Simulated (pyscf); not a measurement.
## Hydrogen shift: •H₂C–SiH(CH₃)–CH₃ -> H₃C–Si•(CH₃)–CH₃

Gas phase, doublet surface, charge 0. Bonds broken: Si2–H4. Bonds formed: C1–H4. Structures and frequencies: ωB97X-D3(BJ)/def2-SVP in PySCF.

Transition state (Å):

```xyz
13

C     -2.0795     1.1209    -0.1374
Si    -0.6011     0.1585     0.3716
C      0.5637    -0.2838    -1.0307
H     -2.1226    -0.3339     0.3739
H     -2.6868     1.6742     0.5881
H     -2.4898     1.0571    -1.1517
H      1.2979    -1.0457    -0.7263
H     -0.0014    -0.6734    -1.8915
H      1.1117     0.6157    -1.3612
C      0.2275     0.7700     1.9395
H     -0.5235     0.9628     2.7211
H      0.9521     0.0387     2.3297
H      0.7606     1.7154     1.7380
```

One imaginary mode, 1817i cm⁻¹; descent along it reached the two sides named.

| bond | change | reactant side (Å) | saddle | product side |
|---|---|---|---|---|
| Si2–H4 | breaks | 1.502 | 1.599 | 2.518 |
| C1–H4 | forms | 2.8 | 1.543 | 1.101 |

Electronic energies relative to the reactant's lowest minimum found (kcal/mol):

```csv
level,barrier,reaction energy,reverse barrier
ωB97X-D3(BJ)/def2-TZVP,38.7,-9.3,48.0
PBE/def2-TZVP,29.5,-12.8,42.3
r²SCAN/def2-TZVP,34.0,-9.3,43.3
B3LYP-D3(BJ)/def2-TZVP,36.2,-9.5,45.7
PBE0-D3(BJ)/def2-TZVP,34.2,-11.3,45.5
M06-2X/def2-TZVP,37.8,-11.5,49.3
ωB97M-D3(BJ)/def2-TZVP,38.1,-8.6,46.7
HF/def2-TZVP,52.2,-2.2,54.5
```

With ωB97M-D3(BJ)/def2-TZVP energies and thermal terms (ideal gas, 1 atm, RRHO with modes under 100 cm⁻¹ raised to 100, one conformer, R ln 2 for chiral ones without a mode under 150 cm⁻¹), in kcal/mol:

| T (K) | ΔH‡ | ΔG‡ | ΔH | ΔG |
|---|---|---|---|---|
| 298 | 36.8 | 37.4 | -5.9 | -5.1 |
| 600 | 36.4 | 38.1 | -6.4 | -4.0 |
| 900 | 35.9 | 39.0 | -6.8 | -2.7 |
| 1200 | 35.4 | 40.1 | -7.1 | -1.3 |

One saddle was located; it need not be the lowest between these sides.
